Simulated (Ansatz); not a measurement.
AlBClH6NSi, SMILES `[SiH3][NH][AlH][BH]Cl` at its PBE0-D4/def2-TZVP geometry, where that method's forces vanish. Charge 0, multiplicity 1.

```tsv
atom	x (Å)	y (Å)	z (Å)
Si1	0.713	-1.445	0.634
N2	-0.106	-0.082	1.295
Al3	-0.669	1.324	0.344
B4	-0.290	1.214	-1.750
Cl5	-1.562	0.626	-2.807
H6	-0.044	-2.718	0.793
H7	0.870	-1.166	-0.823
H8	2.063	-1.654	1.227
H9	-0.281	-0.103	2.291
H10	-1.410	2.492	1.124
H11	0.715	1.512	-2.328
```

**Question.** For each bond, give half the difference of the two atoms' forces along it (eV/Å; positive pushes the atoms apart) under PBE-D4, r2SCAN-D4, B3LYP-D4, ωB97M-V in def2-TZVPP. (Best estimate.)

**Answer.** Ansatz gave: 
```tsv
bond	length (Å)	PBE-D4	r2SCAN-D4	B3LYP-D4	ωB97M-V
Si1–N2	1.723	0.14	0.04	0.14	0.14
Si1–H6	1.489	0.04	-0.03	-0.09	-0.14
Si1–H7	1.492	0.05	-0.02	-0.09	-0.10
Si1–H8	1.490	0.03	-0.03	-0.09	-0.14
N2–Al3	1.788	0.09	0.03	0.07	0.08
N2–H9	1.011	0.18	0.02	-0.02	-0.03
Al3–B4	2.131	-0.16	-0.04	-0.02	-0.02
Al3–H10	1.588	0.03	-0.03	-0.12	-0.15
B4–Cl5	1.755	0.15	0.16	0.25	0.15
B4–H11	1.197	0.09	-0.05	-0.17	-0.15
```

B3LYP here is the variant with VWN-RPA as its local correlation; programs differ in this.
